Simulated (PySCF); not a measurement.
A GIAO shielding run with PySCF 2.14 (density fitting, non-relativistic, gas phase) on Potassium Fluoride (SMILES [K][F]):

```
$ OMP_NUM_THREADS=1 python probes_run.py task.json out

{"job": {"kind": "nmr", "xc": "wB97X-D", "basis": "pcSseg-2", "pop": false}, "charge": 0, "multiplicity": 1}
F      1.102741    -0.028670     0.000495
K     -1.085270    -0.000129    -0.012579
```

Hardware: 1 thread of an Arm Neoverse V1, shared host.

Q: How large is the calculation?

A: 28 electrons, 86 basis functions and 289 auxiliary functions.

Q: How long does it take, and how much memory does it need?

A: 1.5 s of wall time, with 12 SCF cycles and 6 response iterations; peak memory 0.33 GiB. Times on a shared host scatter by some tens of per cent.

Q: And these other runs on the same molecule and hardware: GIAO shielding at B97-2/pcSseg-2; GIAO shielding at KT3/pcSseg-2; GIAO shielding at PBE0/pcSseg-2; spin–spin coupling at B3LYP/pcJ-2 (pcSseg-2 on K); spin–spin coupling at B97-2/pcJ-2 (pcSseg-2 on K); spin–spin coupling at PBE0/pcJ-2 (pcSseg-2 on K)?

A: B97-2/pcSseg-2: 86 functions, 1.2 s; KT3/pcSseg-2: 86 functions, 1.9 s; PBE0/pcSseg-2: 86 functions, 2.1 s; B3LYP/pcJ-2 (pcSseg-2 on K): 101 functions, 1.3 s; B97-2/pcJ-2 (pcSseg-2 on K): 101 functions, 1.3 s; PBE0/pcJ-2 (pcSseg-2 on K): 101 functions, 1.3 s.
